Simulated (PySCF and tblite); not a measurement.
The numbers below are computed, except where a source is named.
C6H12O, numbered as in [CH3:1][C@H:2]1[CH2:3][CH2:4][CH2:5][CH2:6][O:7]1.

Search: ETKDG and KDG, MMFF94s, GFN2-xTB, 90 starts; geometries at PBE0-D3(BJ)/def2-SVP. Free energies are PBE0-D3(BJ)/def2-TZVP single points with GFN2-xTB rigid-rotor and vibrational terms (modes under about 100 cm⁻¹ blended into free rotors). Symmetry numbers and mirror images are counted. Conformers within 4 kcal/mol (GFN2-xTB free energy) were kept, 5 at most. (PySCF 2.14, tblite 0.8.)

Rotational constants are equilibrium values for the commonest isotopes; dipoles come from the energy level named.

The 6-ring runs over atoms 2–3–4–5–6–7.

```json
{"conformer": "1", "shape": "6-ring chair (all substituents equatorial)", "symmetry": "C1"}
{"conformer": "2", "shape": "6-ring chair (C1 axial)", "symmetry": "C1"}
```

Task: Give the rotational constants and dipole components, as needed to look for these species in a jet-cooled rotational spectrum.

Result: 
```tsv
conformer	A (MHz)	B (MHz)	C (MHz)	abs μa (D)	abs μb (D)	abs μc (D)	κ	Ic−Ia−Ib (u Å²)
1	4461	2350	1693	0.66	0.96	0.55	-0.53	-29.9
2	3711	2673	2019	0.33	1.05	0.78	-0.23	-75.0
```

Task: Which type of transition is strongest for conformer 1?

Result: b-type, since that component is clearly the largest; the top is asymmetric (κ = -0.53).
